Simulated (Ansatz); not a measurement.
`[CH3][GeH2][SeH]` + HBr → `[CH3][GeH2][Br]` + H₂Se at 298.15 K and 1 bar (ligand exchange at a Ge–Se bond).

Isolated molecules relaxed with PBE0-D4/def2-TZVP in Ansatz; ΔE leaves out vibrations. CCSD(T)/CBS adds triple-zeta CCSD(T) − MP2 to the extrapolated MP2 energy (def2 sets, frozen cores). For Br, Ge, Se outer-core shells are correlated without core-valence functions, which leaves a few kJ/mol of doubt a bond. Scalar relativity is left out up to krypton. Each species was taken in one conformer, which may not be the lowest.

```tsv
species	CCSD(T)/CBS energy (Eh)	H − E (kJ/mol)	S (J/(mol·K))
`[CH3][GeH2][SeH]`	-4518.50643	177.8	340.2
HBr	-2573.91920	24.6	198.6
`[CH3][GeH2][Br]`	-4690.53762	157.0	324.5
H₂Se	-2401.89790	45.8	219.1
```

H − E and S are ideal-gas, rigid-rotor, harmonic terms from PBE0-D4/def2-TZVP, for one conformer and one mirror image of each species. 1 Eh = 2625.50 kJ/mol, R = 8.31446 J/(mol·K).

Task: By hand: ΔE, ΔH, ΔS and ΔG.

Result: ΔE = (-4690.53762) + (-2401.89790) − (-4518.50643) − (-2573.91920) = -0.00989 Eh = -26.0 kJ/mol. Δ(H − E) = 157.0 + 45.8 − 177.8 − 24.6 = 0.4, so ΔH = -25.6 kJ/mol. ΔS = 324.5 + 219.1 − 340.2 − 198.6 = 4.8 J/(mol·K). ΔG = -25.6 − 298.15 × (4.8)/1000 = -27.0 kJ/mol.

Task: By hand: the equilibrium constant, and the temperature at which ΔG would vanish if ΔH and ΔS stayed fixed.

Result: log₁₀ K = −ΔG/(RT ln 10) = 4.7. ΔH and −TΔS have one sign here, so there is no such temperature. One of them is within its doubt of zero, so this could turn.

The number of gas molecules stays the same, so ΔS is small and ΔH decides. A doubt of 5 kJ/mol in ΔE shifts log₁₀ K by 0.9 here. Other conformers and mirror images would add mixing entropy, several J/(mol·K) or more a flexible species. These are equilibria of isolated gas molecules and say nothing of rates. Largest T1 diagnostic: 0.010 (customary marks: 0.02 for closed shells, 0.045 for open ones).
